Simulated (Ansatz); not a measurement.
Ideal-gas functions of CH₂FNSSi (`FC1=N[SiH2]S1`) at 600 K and 1 bar, from an Ansatz frequency run at PBE0-D4/def2-TZVP.

Molar mass 107.18 g/mol, point group Cs (symmetry number 1), electronic degeneracy 1, moments of inertia 88.972, 159.217, 242.117 u Å². Harmonic wavenumbers (cm⁻¹, unscaled): 175, 393, 458, 482, 570, 626, 656, 698, 773, 887, 961, 1198, 1663, 2266, 2280.

Use S(trans) = R[1.5 ln M + 2.5 ln T − 1.1517]; rotational temperatures θ = 24.2544 K / I; S(rot) = R[ln(√π/σ · √(T³/θAθBθC)) + 1.5]; for each mode x = 1.438777 ν̃/T, S = R[x/(eˣ − 1) − ln(1 − e⁻ˣ)] and H = RT x/(eˣ − 1); 1 cm⁻¹ = 0.0119627 kJ/mol; R = 8.31446 J/(mol·K).

Question: By hand: the entropy, in J/(mol·K).

Answer: Translation 181.7. Rotation: θ = 0.2726, 0.1523, 0.1002 K, giving 119.8. Vibration, mode by mode: 15.60, 9.11, 7.94, 7.56, 6.33, 5.68, 5.36, 4.94, 4.28, 3.45, 3.00, 1.92, 0.78, 0.23, 0.23, in all 76.4. Electronic 0.0. Sum 377.9 J/(mol·K).

Question: By hand: H − E and G − E in kJ/mol, counted from the electronic energy.

Answer: Zero-point energy ½ × 14086 × 0.0119627 = 84.3; thermal vibration 26.8; translation, rotation and pV give 4 RT = 20.0. H − E = 131.1 kJ/mol, and G − E = 131.1 − 600 × 377.9/1000 = -95.6 kJ/mol.

Vibration gives 20 % of the entropy.
